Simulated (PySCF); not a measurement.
**Orbital picture of SnCl⁺**

M06 at R = 2.295 Å; PySCF, scalar-relativistic core potentials, basis sets Sn cc-pVDZ-PP with ECP28, Cl cc-pV(D+d)Z. State: ¹Σ⁺ (singlet), closed shell. Only the outer orbitals are listed, counted within each symmetry, core potentials removing the inner ones.

```
orbital  occ.  ε (eV)  on Sn (%)            main shells (%)
     7σ     2  -28.58          7                    92 Cl s
     8σ     2  -19.63         72           72 Sn s, 22 Cl p
     4π     2  -15.12         10            90 Cl p, 8 Sn p
     4π     2  -15.12         10            90 Cl p, 8 Sn p
     9σ     2  -15.11         46  54 Cl p, 22 Sn s, 22 Sn p
     5π     0   -9.32         92                    92 Sn p
     5π     0   -9.32         92                    92 Sn p
    10σ     0   -6.32         88           80 Sn p, 13 Cl p
```

Which are the highest filled and the lowest empty level, where do they sit, and how wide is the gap?

Highest filled 9σ at -15.11 eV (in %: 54 Cl p, 22 Sn s, 22 Sn p); lowest empty 5π at -9.32 eV (in %: 92 Sn p); the gap at M06 is 5.79 eV.

| Property | Result |
| --- | --- |
| bond order (Mayer) | 1.43 |
| ⟨S²⟩ | 0.000 |
| charge on Sn (Mulliken, basis-dependent) | 1.11 |
| charge on Sn (Löwdin, basis-dependent) | 1.04 |
| dipole moment (positive dipole points towards Cl; it is taken about the centre of mass and depends on that origin) | -3.07 D |

Spin–orbit coupling is left out.
